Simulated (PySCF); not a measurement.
Species: C3H5ClSe.
Z-matrix (Å and degrees, PBE0-D3(BJ)/def2-SVP geometry), rows numbered from 1:
```
C 
C   1  1.3353
Cl  2  1.7393  1  120.57
Se  2  1.8995  1  122.26  3  -175.03
C   4  1.9405  2   98.73  1  -136.99
H   1  1.0923  2  120.86  3     3.34
H   1  1.0918  2  120.05  3  -177.26
H   5  1.0974  4  110.84  2    66.84
H   5  1.0974  4  109.57  2   -55.57
H   5  1.0982  4  106.26  2  -173.95
```

A calculation gives these core lines: C 1s: 290.25 (area 1), 291.12 (area 1), 292.26 (area 1) eV; Cl 1s: 2828.77 eV; Cl 2p3/2: 206.18 eV.

The calculation used delta-SCF UKS SCAN, pcX-2 on the ionised atom, pcseg-1 elsewhere, spin-free X2C (PySCF). Geometry: PBE0-D3(BJ)/def2-SVP, one conformer, isolated molecule.

(1) Assign the C 1s lines to atoms.

Results:

(1) 290.25 eV: C1 (terminal =CH2 carbon); 291.12 eV: C5 (sp3 carbon bound to selenium); 292.26 eV: C2 (vinylic C–Cl carbon). The listed C 1s values span 2.01 eV, from C1 (bonded to C (double bond) and 2 H) to C2 (bonded to Cl, C (double bond) and Se). The widest gap between neighbouring values is 1.14 eV, between 291.12 and 292.26 eV. Summing the Pauling electronegativity differences to the bonded atoms, each weighted by its formal bond order, gives -0.70 for the lowest site and +0.61 for the highest; no listed site has a larger sum than the highest. The smallest sum, -1.05, belongs to C5, 0.87 eV above the lowest.

Bonded neighbours of each site: C1: C (double bond) and 2 H; C2: Cl, C (double bond) and Se; Cl3: C; C5: Se and 3 H.

**Question.** Express the binding energy of C 1s of C1 in atomic units and per mole.

**Answer.** 290.25 eV = 10.6665 Eh = 28005 kJ/mol.

The unrestricted hole states depart most from a pure doublet (⟨S²⟩ = 0.75; over 0.85 named) for C 1s of C2 (0.86), which makes this value less certain. 2p3/2 and 2p1/2 are the ΔSCF energy of one spin-free 2p hole plus the eigenvalues of a spin–orbit and ligand-field matrix of the shell. 2p1/2 minus 2p3/2 (ligand field included): Cl 1.65 eV. No level of selenium is listed.

Hardware: one thread, x86-64 server, on a shared host. Cost: 38 s of wall time.
